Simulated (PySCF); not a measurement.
# How the method moves the HOMO and LUMO of `C=CC([SiH3])([SiH3])[SiH3]`

Compound: C3H12Si3.
Structure used (PBE0-D3(BJ)/def2-SVP), in Å, numbered top down from 1:
```xyz
18
C3H12Si3 angstrom
C      1.5379    0.9946   -1.2678
C      0.9601    0.6042   -0.1266
C     -0.2492   -0.2768    0.0359
Si    -1.5618    0.6903    1.0138
Si    -1.0126   -0.8647   -1.5971
Si     0.2608   -1.7969    1.0577
H      2.4194    1.6397   -1.2502
H      1.1679    0.6959   -2.2538
H      1.4097    0.9597    0.8126
H     -0.9706    1.1577    2.3062
H     -2.0131    1.8790    0.2291
H     -2.7407   -0.1814    1.3062
H     -1.4602    0.2984   -2.4235
H     -0.0277   -1.6658   -2.3873
H     -2.1962   -1.7234   -1.2900
H      0.8644   -1.3457    2.3500
H     -0.9301   -2.6518    1.3512
H      1.2710   -2.6013    0.3060
```

Basis pcSseg-1 throughout (PySCF), one geometry. Isolated species at its PBE0-D3(BJ)/def2-SVP geometry, gas phase.

How do the orbital energies, the gap and the dipole change with the method?

```
   method                    kind  HOMO (eV)  LUMO (eV)  gap (eV)  μ (D)  SCF cycles
     BLYP                     GGA      -6.13      -1.13      5.00   0.42          15
    B97-D                     GGA      -6.23      -1.18      5.05   0.43          14
     OPBE                     GGA      -6.26      -1.19      5.07   0.45          15
      KT3                     GGA      -6.29      -1.23      5.06   0.42          14
      PBE                     GGA      -6.31      -1.31      5.00   0.44          15
      KT2                     GGA      -6.31      -1.32      4.99   0.43          15
     BP86                     GGA      -6.40      -1.41      5.00   0.45          15
      LDA                     LDA      -6.47      -1.53      4.94   0.42          15
    B97-2           global hybrid      -7.12      -0.40      6.73   0.44          14
    B3LYP           global hybrid      -7.15      -0.54      6.60   0.43          13
     PBE0           global hybrid      -7.37      -0.38      7.00   0.45          13
 mPW1PW91           global hybrid      -7.39      -0.38      7.01   0.44          13
BHandHLYP           global hybrid      -8.27       0.72      9.00   0.43          12
CAM-B3LYP  range-separated hybrid      -8.63       0.79      9.42   0.41          12
  wB97X-D  range-separated hybrid      -9.18       1.40     10.58   0.42          13
       HF            Hartree–Fock      -9.66       3.26     12.92   0.46          10
  LC-wPBE  range-separated hybrid      -9.99       1.86     11.85   0.42          13
```

The HOMO spans 3.86 eV, from BLYP down to LC-wPBE, and the gap runs from 4.94 eV (LDA) to 12.92 eV (HF). Over the methods BLYP (0 %), B97-D (0 %), OPBE (0 %), KT3 (0 %), PBE (0 %), KT2 (0 %), BP86 (0 %), LDA (0 %), B97-2 (21 %), B3LYP (20 %), PBE0 (25 %), mPW1PW91 (25 %), BHandHLYP (50 %), HF (100 %), a straight line through the gap against the share of exact exchange rises by 0.79 eV for each 10 % (correlation coefficient 1.000). The dipole ranges from 0.41 D (CAM-B3LYP) to 0.46 D (HF). This basis has no diffuse functions.
